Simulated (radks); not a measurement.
Results of a calculation; reference values are marked as such.
Question: Coherent X-ray form factor from a spherical all-electron density. Level of theory: Dirac Kohn-Sham, PBE, spin-unpolarised, spherical densities, finite nucleus; Fermi nuclear charge, rms radius of each element as measured or else 0.836 A^(1/3) + 0.57 fm (a radial shooting solver on a logarithmic mesh with Libxc functionals).

sin(theta)/lambda (1/angstrom)  f0 (electrons)
0.05                                    17.722
0.1                                     16.937
0.15                                    15.780
0.2                                     14.423
0.25                                    13.032
0.3                                     11.730
0.4                                      9.644
0.5                                      8.268
0.6                                      7.386
0.8                                      6.220
1                                        5.200
1.25                                     4.002
1.5                                      3.038
2                                        1.914

The species is in the configuration that NIST lists as its ground one. Which atom or ion scatters so?

Answer: The calcium ion Ca2+, [Ar]. Extrapolating in s^2 from the first two rows gives f0(0) = 18.0, near the electron count 18; among species with that count, the fall with angle is slower the higher Z, and the table is that of Z = 20; from so few rows the species is fixed only to a neighbour or two.
